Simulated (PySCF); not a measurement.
ClH₄N₂STa, multiplicity 1. Atoms are numbered in the order given.

```xyz
9

Ta    -0.1509     0.0543     0.0000
S      1.3168     1.6560     0.0000
Cl     0.8172    -2.0803     0.0000
N     -1.2525     0.2573    -1.6256
H     -1.1156     0.9448    -2.3642
H     -2.0899    -0.2934    -1.8177
N     -1.2525     0.2573     1.6256
H     -1.1156     0.9448     2.3642
H     -2.0899    -0.2934     1.8177
```

Coordinates come from a B3LYP-D3(BJ)/def2-SVP optimisation. The spin state was assumed, not searched. The structure was generated by enumeration; whether it is a known compound was not checked. The def2 effective core potentials stand for the cores of Ta; spin–orbit coupling is left out. The values are those of a single conformer.

Computed with PBE/def2-TZVP in PySCF.

Symmetry labels are those of the subgroup Cs that the program uses (full group Cs).

Computed valence orbital energies around the gap with their symmetry:
```json
[
 {"orbital": "HOMO−7", "symmetry": "A'", "energy (eV)": "-9.10"},
 {"orbital": "HOMO−6", "symmetry": "A'", "energy (eV)": "-8.19"},
 {"orbital": "HOMO−5", "symmetry": "A\"", "energy (eV)": "-8.03"},
 {"orbital": "HOMO−4", "symmetry": "A'", "energy (eV)": "-7.31"},
 {"orbital": "HOMO−3", "symmetry": "A'", "energy (eV)": "-7.21"},
 {"orbital": "HOMO−2", "symmetry": "A\"", "energy (eV)": "-6.69"},
 {"orbital": "HOMO−1", "symmetry": "A\"", "energy (eV)": "-6.39"},
 {"orbital": "HOMO", "symmetry": "A'", "energy (eV)": "-6.35"},
 {"orbital": "LUMO", "symmetry": "A\"", "energy (eV)": "-2.35"},
 {"orbital": "LUMO+1", "symmetry": "A'", "energy (eV)": "-2.15"},
 {"orbital": "LUMO+2", "symmetry": "A'", "energy (eV)": "-1.66"},
 {"orbital": "LUMO+3", "symmetry": "A'", "energy (eV)": "-0.88"}
]
```
